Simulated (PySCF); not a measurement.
## Dipole response of P⁻ (phosphorus, charge -1)

[Ne] 3s2 3p4, high-spin 3P determinant. Calculation: PySCF 2.14, in x2c-QZVPPall with one added diffuse shell each of s, p, d, f type (10s7p5d3f1g, 86 functions); the spin-free X2C one-electron Hamiltonian (Gaussian nucleus). Coupled (time-dependent) response in atomic units; α is the mean over directions.

```tsv
method	mean α (bohr³)	α xx, yy, zz	C₆ (like pair)	S(−4)
UHF	71.39	56.47, 101.2, 56.47	832.0	2539
wB97X-V	73.96	61.19, 99.49, 61.19	877.8	2450
```

S(−4) is the Cauchy moment in α(ω) = α(0) + S(−4) ω² + …

α(iu) at wB97X-V:

```
u (hartree)  α(iu) (bohr³)
          0          73.96
     0.0500          68.59
      0.100          57.82
      0.200          38.73
      0.300          26.48
      0.500          14.02
      0.750          7.636
       1.00          4.770
       1.50          2.380
       2.00          1.442
       3.00         0.7173
       5.00         0.3068
```

For an ion, C₆ is the dispersion term alone; charge-induced terms of lower order in 1/R come first.

The components differ because the open shell of this determinant is not spherical; for a pure term their mean is the scalar polarisability.
